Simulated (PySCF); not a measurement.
TPSS on Sn (tin, neutral), [Kr] 4d10 5s2 5p1 5d1, one real determinant (an excited configuration). All numbers are calculated (PySCF 2.14, a scalar-relativistic core potential, in aug-cc-pVDZ-PP with ECP28MDF (5s4p3d, 32 functions)).

```
cycle= 1 E= -213.94043845525  delta_E= -0.00673  |g|= 0.025  |ddm|= 0.425
cycle= 2 E= -213.94059671871  delta_E= -0.000158  |g|= 0.0126  |ddm|= 0.0707
cycle= 3 E= -213.940663920963  delta_E= -6.72e-05  |g|= 0.000867  |ddm|= 0.0359
cycle= 4 E= -213.940664443679  delta_E= -5.23e-07  |g|= 3.56e-05  |ddm|= 0.00488
cycle= 5 E= -213.940664445993  delta_E= -2.31e-09  |g|= 1.28e-06  |ddm|= 0.000259
cycle= 6 E= -213.940664445998  delta_E= -5e-12  |g|= 6.67e-08  |ddm|= 1.27e-05
converged SCF energy = -213.940664445998  <S^2> = 2.0016216  2S+1 = 3.0010809
```

Highest occupied orbital energy: 0.372 eV; ⟨L²⟩ = 8.00; populations by l: s 4.00, p 7.00, d 11.00.

Can this result be used?

Not for this state. The run converged. ⟨L²⟩ = 8.00 against 12 for a pure F term, so this real determinant mixes terms. Energies and moments cover only the electrons outside the core potential. The outer electron is Rydberg-like, and this basis confines it to a smaller radius and binds it less than a complete one would. At TPSS the highest occupied level has a positive energy, so only the finite basis holds that electron; for this excited configuration the basis is too tight for the outer shell.
